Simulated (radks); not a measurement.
The numbers below are computed, except where a source is named.
Ionisation of Be+, [He] 2s1, to Be2+, [He], under several functionals. Non-relativistic Kohn-Sham, spin-polarised, spherical densities, point nucleus; open shells are filled with parallel spins first; a radial shooting solver on a logarithmic mesh with Libxc functionals. The NIST Atomic Spectra Database gives 18.211 eV (measured). Rank these functionals by the error of their Delta-SCF ionisation energy: exchange-only PBE; Wu-Cohen GGA; PBE; AM05; LDA (Slater exchange, VWN5 correlation); OLYP; exchange-only LDA; LDA (Slater exchange, Perdew-Wang correlation).

Answer. From best to worst: AM05 18.224 eV (+0.013); LDA (Slater exchange, Perdew-Wang correlation) 18.253 eV (+0.041); LDA (Slater exchange, VWN5 correlation) 18.254 eV (+0.043); exchange-only PBE 18.273 eV (+0.062); Wu-Cohen GGA 18.344 eV (+0.133); PBE 18.497 eV (+0.286); OLYP 18.575 eV (+0.364); exchange-only LDA 17.640 eV (-0.571).
